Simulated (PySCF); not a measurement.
## PSe: from constants to spectrum

PW91 constants of PSe, ²Π (doublet), unpaired electrons π ↑ (basis P 6-31G(d,p), Se 6-31G(d,p); no relativity; PySCF 2.14; masses 30.9738 and 79.9165 u):

```
ωe           : 549.8 cm⁻¹
ωexe         : 1.64 cm⁻¹
Be           : 0.17626 cm⁻¹
αe           : 0.000728 cm⁻¹
De to P + Se : 4.12 eV
```

(1) What force constant and bond length do these constants imply?

(2) Estimate the centrifugal constant D from the Kratzer relation and find the Dunham coefficient a1.

Spin–orbit coupling is left out. The state is the lowest determinant that a PBE0 search found; another state may lie lower at other levels.

Answers

(1) Reduced mass μred = 22.322 u; k = 5.8918×10⁻⁷·μred·ωe² (u, cm⁻¹, mdyn/Å) = 3.98 mdyn/Å; Re = √(16.8576/(μred·Be)) (u, cm⁻¹, Å) = 2.070 Å.

(2) D = 4Be³/ωe² = 7.25e-08 cm⁻¹; a1 = −1 − αeωe/(6Be²) = -3.15.
